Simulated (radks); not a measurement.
The mean radii <r> (bohr) of the occupied orbitals of an atom or ion are listed with their occupations. All-electron calculation, Dirac Kohn-Sham, PBE, spin-unpolarised, spherical densities, point nucleus. Program: a radial shooting solver on a logarithmic mesh with Libxc functionals.

| orbital | occ. | <r> |
|---|---|---|
| 1s1/2 | 2 | 0.03262 |
| 2s1/2 | 2 | 0.1414 |
| 2p1/2 | 2 | 0.1201 |
| 2p3/2 | 4 | 0.1250 |
| 3s1/2 | 2 | 0.3856 |
| 3p1/2 | 2 | 0.3770 |
| 3p3/2 | 4 | 0.3870 |
| 3d3/2 | 4 | 0.3579 |
| 3d5/2 | 6 | 0.3611 |

Name the element and its charge. Open shells, if any, are shared by 2j + 1.

Answer. Z = 45, rhodium, charge +17: Rh17+ in [Ar] 3d10. The 1s radius gives Z: for a bare nucleus <r> = (2 gamma + 1)/(2Z) with gamma = sqrt(1 - (Z/c)^2), 0.0321 bohr for Z = 45, and screening makes it slightly larger (0.03262 here). The occupations add up to 28, and the charge is Z minus that.
